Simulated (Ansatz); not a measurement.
System: H5Si2OF, charge 0, singlet. H5Si2OF (SMILES F[SiH2]O[SiH3]).
B3LYP-D3(BJ)/def2-TZVP minimum from Ansatz (a first-principles code):
```
O
Si 1 1.6188
F 2 1.6008 1 109.56
Si 1 1.6440 2 150.38 3 64.55
H 2 1.4711 3 107.69 1 -118.21
H 2 1.4746 5 113.19 3 118.08
H 4 1.4774 1 108.10 2 152.26
H 4 1.4783 7 109.95 1 -119.54
H 4 1.4810 7 109.79 8 -120.68
```

Property: atomisation energy (electronic, to ground-state atoms), in kJ/mol. UHF or UKS for unpaired electrons; spin-orbit terms are left out. CBS(X,Y): correlation extrapolated as X^-3, Hartree-Fock from the larger set. A bracket is a step between two methods taken in the basis named. Functionals run without relativity, which enters their misses. 'core' is core correlation in cc-pwCVTZ (1s frozen past Ne), 'X2C' scalar relativity in cc-pVTZ-DK, both at CCSD(T). Where a partner has so few electrons that a lower coupled-cluster level is exact, that level stands in.

CCSD(T)/CBS(cc-pV(T+d)Z,cc-pV(Q+d)Z) + [CCSDT(Q) - CCSD(T)]/cc-pV(D+d)Z + core + X2C (Ansatz) gives 3197.3 kJ/mol.

### Question
How far off this value is PBE/def2-TZVPD (Ansatz), in which direction, and which of these levels come nearer: r2SCAN/def2-TZVPD, B3LYP/def2-TZVPD, PBE0/def2-TZVPD, wB97M-V/def2-TZVPD, CCSD(T)/CBS(cc-pV(T+d)Z,cc-pV(Q+d)Z) + core + X2C?

### Answer
PBE gives 3119.8 kJ/mol, 77.5 kJ/mol below it. Differences of the others: r2SCAN/def2-TZVPD (Ansatz) -36.0; B3LYP/def2-TZVPD (Ansatz) -62.5; PBE0/def2-TZVPD (Ansatz) -105.7; wB97M-V/def2-TZVPD (Ansatz) -21.7; CCSD(T)/CBS(cc-pV(T+d)Z,cc-pV(Q+d)Z) + core + X2C (Ansatz) -2.2 kJ/mol. Nearer than PBE: r2SCAN/def2-TZVPD, B3LYP/def2-TZVPD, wB97M-V/def2-TZVPD, CCSD(T)/CBS(cc-pV(T+d)Z,cc-pV(Q+d)Z) + core + X2C.
